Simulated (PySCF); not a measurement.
CH₇FO₂Si₂, SMILES O[Si](O)(F)C[SiH3]. Atoms are numbered in the order given.

```xyz
13

O      1.6023     1.3316     1.0458
Si     0.6528     0.4761    -0.0071
O      1.2883    -1.0371    -0.1405
F      0.7336     1.2506    -1.4397
C     -1.1280     0.3019     0.4647
Si    -1.9020    -1.3811     0.0643
H      1.6022     2.2928     0.9706
H      2.2453    -1.1204    -0.2249
H     -1.2294     0.4768     1.5492
H     -1.7087     1.0888    -0.0456
H     -1.3144    -2.4451     0.9228
H     -3.3720    -1.3215     0.3242
H     -1.6936    -1.7238    -1.3707
```

Geometry optimised at B3LYP-D3(BJ)/def2-SVP. This is a generated structure with no PubChem entry under its InChIKey; it may be hypothetical. The values are those of a single conformer.

The numbers are results of PBE/pcSseg-1 (PySCF), not measurements.

GIAO shieldings, no solvent; atoms listed in one row are averaged. δ = σ(ref) − σ: ¹⁷O against H2O (σ = 334.3 ppm); ²⁹Si against TMS (σ = 335.4 ppm); ¹⁹F against CFCl3 (σ = 133.6 ppm); ¹³C against TMS (σ = 182.0 ppm); ¹H against TMS (σ = 31.49 ppm), references at their B3LYP-D3(BJ)/def2-TZVP geometries, non-relativistic.

Computed chemical shifts:
| nucleus | atoms | count | δ (ppm) |
|---|---|---|---|
| ¹⁷O | O1 | 1 | 71.0 |
| ¹⁷O | O3 | 1 | 67.1 |
| ²⁹Si | Si2 | 1 | -31.9 |
| ²⁹Si | Si6 | 1 | -71.9 |
| ¹⁹F | F4 | 1 | -151.2 |
| ¹³C | C5 | 1 | -8.8 |
| ¹H | H11, H12, H13 | 3 | 4.33 |
| ¹H | H8 | 1 | 2.34 |
| ¹H | H7 | 1 | 2.13 |
| ¹H | H9 | 1 | 0.29 |
| ¹H | H10 | 1 | 0.19 |
